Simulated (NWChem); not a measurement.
System meant: CHI2, doublet; SMILES I[CH]I

NWChem input:

```
start job
memory heap 200 mb stack 900 mb global 1100 mb
geometry units angstroms noautoz
  I     -0.063018     0.036943     1.812175
  C      0.895266    -0.055704     0.000000
  I     -0.063018     0.036943    -1.812175
  H      1.939088    -0.377329     0.000000
end
basis spherical
  I library def2-svp
  C library def2-svp
  H library def2-svp
end
ecp
  I library def2-ecp
end
dft
  odft
  mult 3
  xc pbe0
  iterations 150
  mulliken
end
task dft energy
```

End of the output:

```
 ==============================================================================
                                 internuclear angles
 ------------------------------------------------------------------------------
        center 1       |       center 2       |       center 3       |  degrees
 ------------------------------------------------------------------------------
    1 I                |   2 C                |   3 I                |   124.04
    1 I                |   2 C                |   4 H                |   117.36
    3 I                |   2 C                |   4 H                |   117.36
 ------------------------------------------------------------------------------
                            number of included internuclear angles:          3
 ==============================================================================

 Summary of "ao basis" -> "" (spherical)
 ------------------------------------------------------------------------------
       Tag                 Description            Shells   Functions and Types
 ---------------- ------------------------------  ------  ---------------------
 I                          def2-svp                10       26   4s4p2d
 C                          def2-svp                 6       14   3s2p1d
 H                          def2-svp                 3        5   2s1p

                                 NWChem DFT Module
                                 -----------------

 Summary of "ao basis" -> "ao basis" (spherical)
 ------------------------------------------------------------------------------
       Tag                 Description            Shells   Functions and Types
 ---------------- ------------------------------  ------  ---------------------
 I                          def2-svp                10       26   4s4p2d
 C                          def2-svp                 6       14   3s2p1d
 H                          def2-svp                 3        5   2s1p

      Symmetry analysis of basis
      --------------------------

        a'         40
        a"         31

  number of electrons :                   57
  multiplicity        :                    3
 ------------------------------------------------------------------------
  no. of electrons and multiplicity not compatible                  57
 ------------------------------------------------------------------------
 ------------------------------------------------------------------------
  current input line :
    24: task dft energy
 ------------------------------------------------------------------------
 ------------------------------------------------------------------------
 There is an error in the input file
 ------------------------------------------------------------------------
 For more information see the NWChem manual at https://nwchemgit.github.io

0: no. of electrons and multiplicity not compatible:Received an Error in Communication
```

Q: Find the fault in this run and fix the input.

A: The program refused the input. Cause: the multiplicity doesn't fit the number of electrons (an even count wants an odd multiplicity, and the reverse). This input runs:
```
start job
memory heap 200 mb stack 900 mb global 1100 mb
geometry units angstroms noautoz
  I     -0.063018     0.036943     1.812175
  C      0.895266    -0.055704     0.000000
  I     -0.063018     0.036943    -1.812175
  H      1.939088    -0.377329     0.000000
end
basis spherical
  I library def2-svp
  C library def2-svp
  H library def2-svp
end
ecp
  I library def2-ecp
end
dft
  odft
  mult 2
  xc pbe0
  iterations 150
  mulliken
end
task dft energy
```
It converges to -633.98589 Ha (PBE0/def2-SVP with def2 effective core potentials on I, spin-unrestricted).
